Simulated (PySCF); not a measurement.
# Atomic charges against the basis set

Species: C3H3BN2O2.
Atom-mapped SMILES: `[N:1]#[C:2][CH2:3][O:4][B:5]([OH:6])[C:7]#[N:8]` (hydrogens: H9, H10 on C3; H11 on O6)

PBE0 throughout (PySCF), one geometry, spherical d and f functions. One conformer (not necessarily the lowest) at the PBE0-D3(BJ)/def2-SVP geometry, without solvent, vibrations or thermal averaging. The first 7 of 10 kinds of atom are listed.

Mulliken charges (e):

```csv
basis,functions,N1,C2,C3,O4,B5,O6,C7
STO-3G,43,-0.169,+0.075,-0.043,-0.244,+0.394,-0.293,-0.045
6-31G,78,-0.268,+0.174,-0.128,-0.534,+0.726,-0.580,-0.058
pcSseg-0,78,-0.342,+0.046,+0.012,-0.664,+1.027,-0.606,-0.180
6-31G*,118,-0.338,+0.254,-0.169,-0.415,+0.525,-0.551,+0.049
cc-pVDZ,127,-0.117,-0.086,+0.176,-0.190,+0.121,-0.059,-0.108
def2-SVP,127,-0.011,-0.225,+0.264,-0.251,+0.079,-0.091,-0.145
aug-cc-pVDZ,211,-0.284,-0.060,+1.029,-0.355,+0.797,-0.592,-0.034
"6-311+G(2d,p)",234,-0.288,+0.363,-0.409,-0.616,+1.297,-0.657,-0.171
def2-TZVP,266,+0.010,-0.248,+0.061,-0.234,+0.349,-0.348,-0.260
cc-pVTZ,282,-0.041,-0.089,+0.037,-0.184,+0.197,-0.199,-0.135
IGLO-III,310,-0.277,+0.161,-0.070,-0.397,+0.760,-0.494,-0.038
pcSseg-2,330,-0.124,-0.001,+0.202,-0.461,+0.606,-0.371,-0.095
```

IAO charges (e):

```json
{"basis": "STO-3G", "functions": "43", "N1": "-0.135", "C2": "+0.067", "C3": "-0.136", "O4": "-0.240", "B5": "+0.343", "O6": "-0.338", "C7": "-0.054"}
{"basis": "6-31G", "functions": "78", "N1": "-0.194", "C2": "+0.115", "C3": "-0.105", "O4": "-0.374", "B5": "+0.457", "O6": "-0.491", "C7": "-0.008"}
{"basis": "pcSseg-0", "functions": "78", "N1": "-0.193", "C2": "+0.114", "C3": "-0.096", "O4": "-0.367", "B5": "+0.430", "O6": "-0.469", "C7": "-0.001"}
{"basis": "6-31G*", "functions": "118", "N1": "-0.204", "C2": "+0.120", "C3": "-0.077", "O4": "-0.390", "B5": "+0.497", "O6": "-0.507", "C7": "-0.011"}
{"basis": "cc-pVDZ", "functions": "127", "N1": "-0.198", "C2": "+0.115", "C3": "-0.079", "O4": "-0.384", "B5": "+0.479", "O6": "-0.501", "C7": "-0.013"}
{"basis": "def2-SVP", "functions": "127", "N1": "-0.195", "C2": "+0.115", "C3": "-0.076", "O4": "-0.382", "B5": "+0.472", "O6": "-0.497", "C7": "-0.012"}
{"basis": "aug-cc-pVDZ", "functions": "211", "N1": "-0.210", "C2": "+0.125", "C3": "-0.083", "O4": "-0.390", "B5": "+0.489", "O6": "-0.519", "C7": "-0.004"}
{"basis": "6-311+G(2d,p)", "functions": "234", "N1": "-0.212", "C2": "+0.127", "C3": "-0.085", "O4": "-0.394", "B5": "+0.496", "O6": "-0.522", "C7": "-0.005"}
{"basis": "def2-TZVP", "functions": "266", "N1": "-0.210", "C2": "+0.126", "C3": "-0.081", "O4": "-0.396", "B5": "+0.502", "O6": "-0.522", "C7": "-0.006"}
{"basis": "cc-pVTZ", "functions": "282", "N1": "-0.209", "C2": "+0.124", "C3": "-0.082", "O4": "-0.395", "B5": "+0.500", "O6": "-0.522", "C7": "-0.008"}
{"basis": "IGLO-III", "functions": "310", "N1": "-0.212", "C2": "+0.127", "C3": "-0.084", "O4": "-0.395", "B5": "+0.500", "O6": "-0.524", "C7": "-0.005"}
{"basis": "pcSseg-2", "functions": "330", "N1": "-0.211", "C2": "+0.127", "C3": "-0.083", "O4": "-0.396", "B5": "+0.501", "O6": "-0.524", "C7": "-0.005"}
```

Hirshfeld charges (e):

```json
{"basis": "STO-3G", "functions": "43", "N1": "-0.151", "C2": "+0.032", "C3": "+0.121", "O4": "-0.139", "B5": "+0.221", "O6": "-0.138", "C7": "-0.041"}
{"basis": "6-31G", "functions": "78", "N1": "-0.185", "C2": "+0.067", "C3": "+0.069", "O4": "-0.175", "B5": "+0.265", "O6": "-0.219", "C7": "-0.001"}
{"basis": "pcSseg-0", "functions": "78", "N1": "-0.182", "C2": "+0.069", "C3": "+0.065", "O4": "-0.166", "B5": "+0.261", "O6": "-0.222", "C7": "-0.002"}
{"basis": "6-31G*", "functions": "118", "N1": "-0.199", "C2": "+0.074", "C3": "+0.065", "O4": "-0.161", "B5": "+0.267", "O6": "-0.217", "C7": "+0.009"}
{"basis": "cc-pVDZ", "functions": "127", "N1": "-0.189", "C2": "+0.070", "C3": "+0.051", "O4": "-0.147", "B5": "+0.261", "O6": "-0.212", "C7": "-0.002"}
{"basis": "def2-SVP", "functions": "127", "N1": "-0.193", "C2": "+0.079", "C3": "+0.050", "O4": "-0.154", "B5": "+0.267", "O6": "-0.220", "C7": "+0.004"}
{"basis": "aug-cc-pVDZ", "functions": "211", "N1": "-0.198", "C2": "+0.079", "C3": "+0.042", "O4": "-0.163", "B5": "+0.288", "O6": "-0.227", "C7": "+0.007"}
{"basis": "6-311+G(2d,p)", "functions": "234", "N1": "-0.200", "C2": "+0.079", "C3": "+0.047", "O4": "-0.168", "B5": "+0.291", "O6": "-0.229", "C7": "+0.007"}
{"basis": "def2-TZVP", "functions": "266", "N1": "-0.200", "C2": "+0.080", "C3": "+0.044", "O4": "-0.163", "B5": "+0.288", "O6": "-0.229", "C7": "+0.008"}
{"basis": "cc-pVTZ", "functions": "282", "N1": "-0.199", "C2": "+0.079", "C3": "+0.043", "O4": "-0.160", "B5": "+0.286", "O6": "-0.227", "C7": "+0.007"}
{"basis": "IGLO-III", "functions": "310", "N1": "-0.200", "C2": "+0.080", "C3": "+0.041", "O4": "-0.164", "B5": "+0.292", "O6": "-0.230", "C7": "+0.008"}
{"basis": "pcSseg-2", "functions": "330", "N1": "-0.200", "C2": "+0.083", "C3": "+0.040", "O4": "-0.165", "B5": "+0.292", "O6": "-0.232", "C7": "+0.010"}
```

ESP-fitted charges (e):

```tsv
basis	functions	N1	C2	C3	O4	B5	O6	C7
STO-3G	43	-0.382	+0.433	-0.384	-0.189	+0.482	-0.511	+0.183
6-31G	78	-0.436	+0.418	-0.104	-0.487	+0.746	-0.784	+0.228
pcSseg-0	78	-0.463	+0.468	-0.200	-0.468	+0.759	-0.782	+0.239
6-31G*	118	-0.404	+0.353	-0.106	-0.349	+0.527	-0.613	+0.235
cc-pVDZ	127	-0.383	+0.316	-0.066	-0.333	+0.472	-0.559	+0.224
def2-SVP	127	-0.400	+0.340	-0.055	-0.373	+0.539	-0.603	+0.222
aug-cc-pVDZ	211	-0.421	+0.365	-0.116	-0.339	+0.515	-0.597	+0.270
6-311+G(2d,p)	234	-0.418	+0.360	-0.120	-0.347	+0.538	-0.617	+0.257
def2-TZVP	266	-0.416	+0.359	-0.121	-0.339	+0.531	-0.612	+0.254
cc-pVTZ	282	-0.408	+0.347	-0.109	-0.337	+0.516	-0.592	+0.248
IGLO-III	310	-0.417	+0.354	-0.105	-0.342	+0.526	-0.602	+0.259
pcSseg-2	330	-0.423	+0.369	-0.122	-0.351	+0.555	-0.622	+0.256
```

Task: Which scheme is steadiest as the basis changes?

Result: Largest range over the bases for any column: Hirshfeld 0.09 e, IAO 0.19 e, ESP-fitted 0.33 e, Mulliken 1.44 e. Hirshfeld charges move least and Mulliken charges most, counted in e. Without the minimal STO-3G basis the ranges are Hirshfeld 0.03, IAO 0.07, ESP-fitted 0.29, Mulliken 1.44 e.

Task: How much do the charges still move between the two largest bases, IGLO-III and pcSseg-2?

Result: At most, over all atoms: Mulliken 0.272 e, IAO 0.002 e, Hirshfeld 0.003 e, ESP-fitted 0.030 e.

Task: What do the same runs give for the total energy, the frontier levels and the dipole moment?

Result: 
```
        basis  energy (Eh)  HOMO (eV)  LUMO (eV)  μ (D)
       STO-3G    -395.3121      -6.70       1.91   4.29
        6-31G    -400.3883      -9.89      -1.40   4.48
     pcSseg-0    -399.6048     -10.14      -1.50   4.64
       6-31G*    -400.5198      -9.66      -1.26   4.57
      cc-pVDZ    -400.5599      -9.68      -1.32   4.48
     def2-SVP    -400.2329      -9.81      -1.41   4.48
  aug-cc-pVDZ    -400.5855      -9.89      -1.70   4.63
6-311+G(2d,p)    -400.6531      -9.93      -1.73   4.65
    def2-TZVP    -400.6881      -9.89      -1.65   4.65
      cc-pVTZ    -400.6744      -9.84      -1.58   4.60
     IGLO-III    -400.6947      -9.91      -1.70   4.65
     pcSseg-2    -400.6872      -9.92      -1.70   4.64
```

The dipole is fixed by the density alone, so its range of 0.36 D shows that the density itself changes with the basis, not only its division among atoms.
